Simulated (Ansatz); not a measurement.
`F[CH2][AlH][GeH3]` + `BCS` → `BCSCF` + `[AlH2][GeH3]`  (substitution at a C–Al bond)

Gas-phase electronic energies from Ansatz, PBE0-D4/def2-TZVP geometries. CCSD(T)/CBS is the MP2 limit (def2-TZVPP, def2-QZVPP) plus CCSD(T) − MP2 in def2-TZVPP, frozen cores. Functionals use def2-TZVPP. For Ge outer-core shells are correlated without core-valence functions, which leaves a few kJ/mol of doubt a bond. Scalar relativity is left out up to krypton. Each species was taken in one conformer, which may not be the lowest.

| level | ΔE (kJ/mol) |
| --- | --- |
| PBE0-D4 | 4.6 |
| MP2/def2-TZVPP | 3.5 |

Q: What does CCSD(T)/CBS give? (An estimate is asked.)

A: The calculation gave: +6.7 kJ/mol. The listed levels differ from it by -2.1, -3.2 kJ/mol.

Largest T1 diagnostic among the species: 0.012.
